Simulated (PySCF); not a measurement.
Si(H)(SeH)3 (H₄Se₃Si), SMILES [SeH][SiH]([SeH])[SeH].

Geometry optimised at B3LYP-D3(BJ)/def2-SVP. The values are those of a single conformer.

Two levels are set side by side: TDA-PBE/def2-SVPD (PySCF) and TDA-PBE0/def2-SVPD (PySCF). Vertical, same geometry. The lowest singlet is HOMO→LUMO 96 % with PBE and HOMO→LUMO 94 % with the other functional; states are paired by order. Differences are taken from unrounded values.

```
quantity                              TDA-PBE0
------------------------------------  --------
lowest singlet excitation (eV)            4.75
lowest triplet excitation (TDA) (eV)      4.34
```

### Question
What does TDA-PBE give, and how far is it from TDA-PBE0? (An estimate is asked for; the answer gives what the named calculation found.)

### Answer

```
quantity                              TDA-PBE  TDA-PBE minus TDA-PBE0
------------------------------------  -------  ----------------------
lowest singlet excitation (eV)           4.23                   -0.52
lowest triplet excitation (TDA) (eV)     3.94                   -0.41
```

Functionals without exact exchange tend to place singlet excitations lower, as here. Differences between two approximate levels are no errors against the true value.

Rough cost on one machine, each run with all the roots and properties that it gave: TDA-PBE0 against TDA-PBE about 4 times.
